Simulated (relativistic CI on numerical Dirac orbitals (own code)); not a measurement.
Method of calculation: Dirac-Coulomb-Breit CI, orbitals from a KLI potential per configuration, QED by a radiative potential, unscaled Slater integrals (own radial code, finite nucleus).

CI space (outside the closed core [Ne]): 3s²3p⁶3d⁸, 3s²3p⁵3d⁹, 3s²3p⁴3d¹⁰, 3s3p⁶3d⁹, 3p⁶3d¹⁰, 3s3p⁵3d¹⁰, 3s²3p⁶3d⁷4s, 3s²3p⁶3d⁷4p, 3s²3p⁴3d⁹4s, 3s²3p⁶3d⁷4d, 3s²3p⁴3d⁹4p, 3s²3p⁵3d⁸4s, 3s²3p⁶3d⁷4f, 3s²3p⁴3d⁹4d, 3s3p⁵3d⁹4s, 3s²3p⁵3d⁸4p, 3s3p⁵3d⁹4p, 3s²3p⁶3d⁶4s², 3s²3p⁵3d⁸4d, 3s3p⁶3d⁸4s, 3s3p⁵3d⁹4d, 3s²3p⁶3d⁶4s4p, 3p⁶3d⁹4s, 3s²3p⁶3d⁷5s, 3s²3p⁵3d⁸4f, 3s²3p⁶3d⁶4p², 3s3p⁶3d⁸4p, 3p⁶3d⁹4p, 3s²3p⁶3d⁶4s4d, 3s²3p⁶3d⁷5p, 3s²3p⁶3d⁷5d, 3s²3p⁵3d⁷4s², 3s²3p⁶3d⁶4p4d, 3p⁶3d⁹4d, 3s3p⁶3d⁸4d, 3s²3p⁶3d⁷5f. Levels of other configurations are missing.

At this charge energies of transitions that change n are usually good to better than 1 %, and those within a shell (Δn = 0) to a few per cent.

Outline of the computed level scheme of Ho XLII. Lowest level of each configuration: 3s²3p⁶3d⁸ ³F4 at 0.00 eV; 3s²3p⁵3d⁹ ³F°4 at 355.82 eV; 3s²3p⁴3d¹⁰ ³P2 at 733.60 eV; 3s3p⁶3d⁹ ³D3 at 758.24 eV; 3s3p⁵3d¹⁰ ³P°2 at 1116.82 eV; 3s²3p⁶3d⁷4s ⁵F5 at 1265.22 eV.

Some strong electric-dipole decays among the lowest 45 levels: 3s²3p⁵3d⁹ ¹F°3 → 3s²3p⁶3d⁸ ¹G4 (2.8e+12 s⁻¹); 3s²3p⁴3d¹⁰ ¹D2 → 3s²3p⁵3d⁹ ³F°3 (2.4e+12 s⁻¹); 3s3p⁵3d¹⁰ ¹P°1 → 3s3p⁶3d⁹ ³D2 (1.9e+12 s⁻¹); 3s²3p⁴3d¹⁰ ¹D2 → 3s²3p⁵3d⁹ ¹F°3 (1.7e+12 s⁻¹); 3s3p⁶3d⁹ ³D2 → 3s²3p⁵3d⁹ ³D°3 (1.5e+12 s⁻¹); 3s²3p⁵3d⁹ ³D°3 → 3s²3p⁶3d⁸ ³F4 (1.4e+12 s⁻¹); 3s3p⁶3d⁹ ³D3 → 3s²3p⁵3d⁹ ³F°4 (1.4e+12 s⁻¹); 3s²3p⁵3d⁹ ³P°2 → 3s²3p⁶3d⁸ ³P2 (1.2e+12 s⁻¹).

LS names give the leading component of a level, which can be under half, so a name can repeat, a term be missing and a line seem to break the LS rules.
